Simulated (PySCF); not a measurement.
C₄H₇Cl, SMILES [C@@H]1([C@H](C)C1)Cl.

Geometry optimised at B3LYP-D3(BJ)/def2-SVP.

Two levels are set side by side: PBE/def2-TZVP (PySCF) and CAM-B3LYP/def2-TZVP (PySCF). Same geometry, gas phase. Differences are taken from unrounded values.

```
quantity                       PBE
---------------------------  -----
orbital gap (eV)              5.97
highest occupied level (eV)  -6.33
lowest empty level (eV)      -0.35
dipole moment (D)             2.01
mean polarisability (bohr³)   60.6
```

Problem. These are the PBE values. What does CAM-B3LYP give? (Estimate from the structure and the level; the computed values follow.)

Solution. 
| quantity | CAM-B3LYP | PBE minus CAM-B3LYP |
|---|---|---|
| orbital gap (eV) | 10.84 | -4.87 |
| highest occupied level (eV) | -9.02 | 2.69 |
| lowest empty level (eV) | 1.82 | -2.17 |
| dipole moment (D) | 2.09 | -0.08 |
| mean polarisability (bohr³) | 58.5 | 2.1 |

Without exact exchange PBE keeps part of each electron's self-repulsion, which lifts occupied levels and narrows the gap. Loosely held outer electrons make PBE densities more polarisable. Differences between two approximate levels are no errors against the true value.

Rough cost on one machine, each run with all the roots and properties that it gave: CAM-B3LYP against PBE within a factor of 2.
